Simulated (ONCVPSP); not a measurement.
Pseudopotential generation for N (Z = 7): ONCV, PBE, non-relativistic.

* Element: nitrogen
* Generator: ONCVPSP 4.0.1
* Type: optimised norm-conserving Vanderbilt (ONCV)
* Functional: PBE
* Relativity: non-relativistic
* Frozen core: [He]
* Valence charge: 5
* Reference configuration: 2s2 2p2.5 (charge +0.5)
* Partial waves: 2s: rc 0.85 bohr, ncon 4, nbas 7, qcut 7.4 1/bohr, 3 projectors, debl 3.3 Ha; 2p: rc 1.20 bohr, ncon 3, nbas 7, qcut 8.2 1/bohr, 3 projectors, debl 0.5 Ha; d scattering state at 0.29 Ha: rc 1.05 bohr, ncon 4, nbas 7, qcut 8.1 1/bohr, 2 projectors, debl 1.1 Ha
* Local potential: polynomial inside 0.80 bohr (lpopt 5, dvloc0 0 Ha)
* Core correction: none

All-electron outer shells of the reference configuration (PBE, non-relativistic, ld1.x):

```
shell  level (eV)  outermost node (bohr)  outermost maximum (bohr)
   1s     -392.26                      –                      0.15
   2s      -25.09                   0.32                      1.00
   2p      -13.45                      –                      0.94
```

What the tests gave:

```json
{
  "Cutoffs needed": "30 Ha and 113 Ha (the cutoffs (Ha) at which the residual kinetic energy of the hardest occupied pseudo-wave falls to 1 and 0.1 mHa per electron)",
  "Ghost test": "ghosts flagged at negative energy: s at -302.0 eV, p at -194.8 eV; GHOST(+) flags only above 600 eV; a true bound ghost makes a file unfit for plane-wave use",
  "Largest excitation error": "+449 meV (all-electron minus pseudo) for 2s2 2p0, out of 4 test configurations"
}
```

Generation and tests took about 2.9 s on one core of a shared server CPU.
